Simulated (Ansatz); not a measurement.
Consider the formal exchange of groups at the Si–O bond: `C[O][GeH]([Cl])[O][SiH3]` + `BC=C` → `B/C=C/[SiH3]` + `C[O][GeH]([OH])[Cl]`.

Computed with Ansatz on PBE0-D4/def2-TZVP structures; ΔE is electronic, products minus reactants. CCSD(T)/CBS is the MP2 limit (def2-TZVPP, def2-QZVPP) plus CCSD(T) − MP2 in def2-TZVPP, frozen cores. Functionals use def2-TZVPP. For Ge outer-core shells are correlated without core-valence functions, which leaves a few kJ/mol of doubt a bond. Scalar relativity is left out up to krypton. One conformer a species, not always the lowest.

```tsv
level	ΔE (eV)
PBE-D4	0.93
r2SCAN-D4	1.05
r2SCAN	1.04
HF/CBS(def2)	1.29
```

(1) What does CCSD(T)/CBS give? (Best estimate.)

Largest T1 diagnostic among the species: 0.012.

Answers

(1) The calculation gave: +1.10 eV. The listed levels differ from it by -0.17, -0.05, -0.06, 0.19 eV.

From PBE to PBE0 (25 % exact exchange), in def2-TZVPP and without D4, ΔE moves by +0.07 eV. The D4 term adds +0.05 eV with B3LYP and +0.03 eV with PBE0; it sums over pairs of atoms, weighted by their polarisabilities, and B3LYP, whose exchange is more repulsive, gets the larger term. In def2-TZVPP, CCSD(T) changes the Hartree–Fock value by −0.17 eV (the triples alone add −0.02 eV) and MP2 by −0.15 eV.

B3LYP here is the variant with VWN-RPA as its local correlation; programs differ in this.
